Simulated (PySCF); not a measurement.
# Bond lengths and vibrations by method: B2GeH3O cation

All numbers below are calculated, not measured. The program is PySCF 2.14.0, an open-source quantum chemistry code, run on an isolated molecule that a program drew, which may never have been made. The molecule is B2GeH3O cation (charge +1, singlet), drawn as the SMILES string `O=B[BH][GeH2+]`.

The geometry was optimised and harmonic frequencies were computed with HF and MP2, all in the cc-pVDZ basis, for the commonest isotopes, with a restricted reference for singlets and an unrestricted one otherwise, and a frozen core in MP2. Germanium has the cc-pVDZ-PP basis, with a core potential (ECP10MDF) in place of its 10 inner electrons, and its 3s, 3p and 3d shells are frozen in MP2. Each result is a local minimum of its method.

Geometry at the HF minimum:
```xyz
7
B2GeH3O cation, angstrom
O    -0.4483    2.7410   -0.6377
B    -0.8554    1.6393   -0.7337
B    -1.4113    0.0446   -0.7249
Ge   -1.3902   -1.0404    1.0537
H    -1.8287   -0.5366   -1.6743
H    -0.2035   -1.8865    1.4708
H    -2.5704   -1.0572    2.0051
```

Lengths of the bonds as drawn, in Å (atoms numbered as above):
| bond | HF | MP2 |
|---|---|---|
| O1-B2 | 1.178 | 1.219 |
| B2-B3 | 1.689 | 1.677 |
| B3-Ge4 | 2.084 | 2.071 |
| B3-H5 | 1.189 | 1.200 |
| Ge4-H6 | 1.516 | 1.525 |
| Ge4-H7 | 1.516 | 1.525 |

Rotational constants, in GHz:
| constant | HF | MP2 |
|---|---|---|
| A | 20.87 | 20.77 |
| B | 1.618 | 1.615 |
| C | 1.532 | 1.529 |

Harmonic frequencies in cm^-1, each column in rising order, so a row needn't be the same motion in every method:
```
rank,HF,MP2
1,95,87
2,177,179
3,339,314
4,390,353
5,406,376
6,498,477
7,688,654
8,772,736
9,801,778
10,928,876
11,1026,970
12,2208,?
13,2309,2238
14,2331,2268
15,2806,2722
```

**Estimate the missing MP2 frequency from the HF column.**

A single factor s that minimises the squared misfit of MP2 against s times HF over the other rows is sum(HF x MP2) / sum(HF^2) = 0.9666, with an rms misfit of 14 cm^-1. For rank 12 it gives 0.9666 x 2208 = 2134 cm^-1. The calculation gives 1937 cm^-1, 197 cm^-1 below the estimate. The drawn bonds are on average 0.7 % longer in MP2 than in HF.
